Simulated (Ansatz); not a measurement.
Job for Ansatz (a quantum-chemistry and plane-wave program): U-CAM-B3LYP/def2-TZVPP on ClOV (SMILES [O]=[V][Cl]), 2S+1 = 3, a spin state set in the input, which need not be the lowest.

Ansatz 0.2 input:
```yaml
crystal:
  periodic: [false, false, false]
  atoms:
    - {symbol: V, position_ang: [0.36184226, 0.23558005, -0.18809875]}
    - {symbol: O, position_ang: [-0.37669138, 1.34636262, -1.04220353]}
    - {symbol: Cl, position_ang: [-0.01841959, -1.53457107, 1.15998265]}
basis:
  gaussian:
    orbitals: def2-TZVPP
hamiltonian:
  xc: {name: CAM-B3LYP}
magnetization: {spin_polarized: true, initial_magnetization: 2}
```

Program output:

```
WARN ansatz: RAYON_NUM_THREADS=4 ignored (pool sized by the plan → 4); use --threads N
Functional definition: CAM-B3LYP
integrals: 0.07 GiB planned
984 factors; their error is unknown
integrals: 0.11 GiB planned
159 factors; integrals over basis functions are off by at most 2.1e-4 eV
mean field: 0.86 GiB planned
mean field evaluation 1: about -40251.9550 eV, gradient 4.9e1 eV
mean field evaluation 2: about -40088.9885 eV, gradient 2.3e2 eV
mean field evaluation 4: about -40260.4325 eV, gradient 9.4e0 eV
mean field evaluation 8: about -40260.8845 eV, gradient 1.2e0 eV
mean field evaluation 16: about -40261.1002 eV, gradient 1.1e-1 eV
mean field evaluation 32: about -40261.1874 eV, gradient 8.7e-5 eV
mean field -40261.18737258 eV, -1479.5713459294 hartree, gradient 2.2e-5 eV, S^2 2.036626; 6 other end points of the search recorded, 0 dependent functions left out
reference -40261.18747979 eV, -1479.5713498693 hartree; 25, 23 occupied and 112, 114 virtual orbitals, 984 factors
Total energy: -40261.18747979 eV, -1479.5713498693 hartree
```

Self-consistency was reached.

Cost: around 30 core-seconds (rough).
